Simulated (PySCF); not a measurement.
Al(Cl)(H)(SiH3) (AlClH₄Si), SMILES [SiH3][AlH][Cl].

Geometry optimised at PBE0-D3(BJ)/def2-TZVP.

Computed with PySCF with PBE0-D3(BJ)/def2-TZVP.

Frequencies are harmonic and unscaled.

```
mode  ν (cm⁻¹)  IR (km/mol)  moving atoms (share of kinetic energy)
----  --------  -----------  --------------------------------------
1           24          0.0                                  H 90 %
2          108          5.3       Cl 35 %, Si 26 %, Al 25 %, H 14 %
3          328         57.6                                  H 93 %
4          372         11.9       Si 40 %, Al 33 %, H 17 %, Cl 10 %
5          455         30.1                H 75 %, Si 12 %, Al 12 %
6          496         22.4                         H 79 %, Al 13 %
7          530         46.2                Al 50 %, Cl 37 %, H 12 %
8          646        284.3                         H 86 %, Al 12 %
9          857        167.5                          H 90 %, Si 9 %
10         933         42.8                                  H 98 %
11         937         39.6                                  H 98 %
12        1941        197.8                                  H 96 %
13        2202         44.6                                  H 99 %
14        2212         70.7                                  H 96 %
15        2215         86.1                                  H 96 %
```
